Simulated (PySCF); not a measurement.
Structure problem from calculated spectra and properties.

Formula: C3H8OSSi.

- Polarisability: 88.0 au [B3LYP/def2-SVPD]
- Dipole: 2.03 D [B3LYP/def2-SVPD]
- Rotational structure: rotational constants A, B, C: 3.614, 1.552, 1.248 GHz [GFN2-xTB]
- 13C NMR: chemical shifts (computed TMS as zero) by class: 234.1 (1 C), 37.8 (1 C), -4.0 (1 C) ppm [GIAO PBE0/pcSseg-1]
- NMR, other nuclei: isotropic shieldings of nuclei other than C and H, by class: 63 (1 O), 367 (1 Si), 29 (1 S) ppm [GIAO PBE0/pcSseg-1]
- 1H NMR: chemical shifts (computed TMS as zero) by class: 5.14 (2 H), 2.81 (3 H), 0.57 (3 H) ppm [GIAO PBE0/pcSseg-1]

Gas-phase values; electronic properties from PySCF, density fitting. Levels stand in brackets. One conformer (not necessarily the lowest) at the GFN2-xTB geometry, without solvent, vibrations or thermal averaging. NMR values are class means; diastereotopic atoms form classes of their own.

**Question.** Give a SMILES that accounts for the data.

**Answer.** Numbering: `[CH3:1][SiH2:2][O:3][C:4]([CH3:5])=[S:6]`. Its formula, C3H8OSSi, gives 1 degree of unsaturation: 0 rings and 1 π bond in the structure found. 3 carbons fall into 3 classes; from least to most shielded: thiocarbonyl carbon [C4] (234.1 ppm), methyl carbon [C5] (37.8 ppm), Si-methyl carbon [C1] (-4.0 ppm). Hydrogen classes from least to most shielded: 2 H on an oxygen-bound silicon, Si2 (5.14 ppm, a mean of values up to 0.6 ppm apart in this geometry), 3 H on a methyl carbon, C5 (2.81 ppm, a mean of values up to 0.5 ppm apart in this geometry), 3 H on an Si-methyl carbon, C1 (0.57 ppm, a mean of values up to 1.7 ppm apart in this geometry). The other shieldings belong to: 63 ppm, silyl ether oxygen [O3]; 367 ppm, oxygen-bound silicon [Si2]; 29 ppm, thiocarbonyl sulfur [S6]. The optimised geometry has point group C1 and is an asymmetric top. Structure: `C[SiH2]OC(C)=S`. Computed isomers that give other values at the same levels: `C=C(C)S[SiH2]O` (13C chemical shifts (computed TMS as zero) by class: 147.9 (1 C), 127.3 (1 C), 29.1 (1 C) ppm); `CS/C=C/O[SiH3]` (13C chemical shifts (computed TMS as zero) by class: 142.2 (1 C), 110.3 (1 C), 17.5 (1 C) ppm); `C=C[Si@@H](O)SC` (13C chemical shifts (computed TMS as zero) by class: 145.9 (1 C), 140.4 (1 C), 11.3 (1 C) ppm). The assignments are read from this structure; whether some other isomer fits the data as well wasn't checked.

Shape of the structure used: `[CH3:1][SiH2:2][O:3][C:4]([CH3:5])=[S:6]`: C1–Si2–O3–C4 67°, Si2–O3–C4–C5 180°.
